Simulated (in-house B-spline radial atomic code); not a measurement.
A fraction x of an electron is removed from 5p in Xe⁴⁺, starting from [Kr] 4d10 5s2 5p2 and keeping the highest spin. Level of theory: non-relativistic B97-1, spin-polarised, spherical fractional occupations, point nucleus; calculated with a radial B-spline atomic code at the basis-set limit.

Caution: exact exchange at fractional occupations of open shells leaves self-interaction of up to several eV.

```csv
x,E(x) - E(0) (eV),5p up level (eV)
0,0.0000,-48.764
0.04,1.9585,-49.159
0.19,9.4438,-50.646
0.36,18.1972,-52.337
0.47,24.0145,-53.434
0.5,25.6220,-53.734
0.6,31.0455,-54.735
0.71,37.1269,-55.838
0.84,44.4708,-57.145
0.92,49.0746,-57.951
1,53.7429,-58.758
```

The exact functional would give a straight line between the two integer points. Deviations E(x) - E(0) - x[E(1) - E(0)], in eV: -0.191 at x = 0.04, -0.767 at x = 0.19, -1.15 at x = 0.36, -1.245 at x = 0.47, -1.249 at x = 0.5, -1.2 at x = 0.6, -1.031 at x = 0.71, -0.673 at x = 0.84, -0.369 at x = 0.92.

The curve lies below the straight line by up to 1.249 eV (at x = 0.5): convex, the delocalisation error, to which spherically averaged exact exchange adds.

**Question.** How well does Slater's transition state (minus the level at half occupation) give the ionisation energy?

**Answer.** It gives 53.734 eV against 53.743 eV from the two total energies; NIST lists 54.10 eV, ground level to ground level. The end point has an open shell averaged over its orbitals, so its exact exchange keeps a self-interaction and this is no true integer point.
